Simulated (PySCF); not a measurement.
Computed IR spectrum (relative IR intensity) of a molecule CH10FNSi3. The structure is a stationary point at PBE-D3(BJ)/def2-SVP. One conformer was computed; it need not be the lowest. Calculation: PySCF 2.14.0 with PBE-D3(BJ)/def2-SVP. Frequencies are harmonic and unscaled.

Lines under 2 % of the strongest are left out, and lines within 2 cm⁻¹ are merged.

ν (cm⁻¹): 269 (vw), 306 (vw), 689 (w), 710 (vw), 743 (m), 795 (w), 852 (s), 884 (m), 900 (w), 906 (m), 912 (vs), 923 (w), 932 (s), 960 (s), 969 (m), 995 (m), 1221 (w), 2153 (m), 2155 (w), 2159 (m), 2165 (s), 2172 (s), 2180 (m) (against the strongest line: vs over 80 %, s over 45 %, m over 15 %, w over 4 %, vw less)

Identify the compound among the candidates.
(A) C[Si@H](F)N([SiH3])[SiH3]
(B) N[Si@@H](F)[SiH2]C[SiH3]
(C) C[SiH2][Si@H](F)N[SiH3]
(D) N[Si@@H]([SiH3])[C@H](F)[SiH3]

A, C[Si@H](F)N([SiH3])[SiH3]
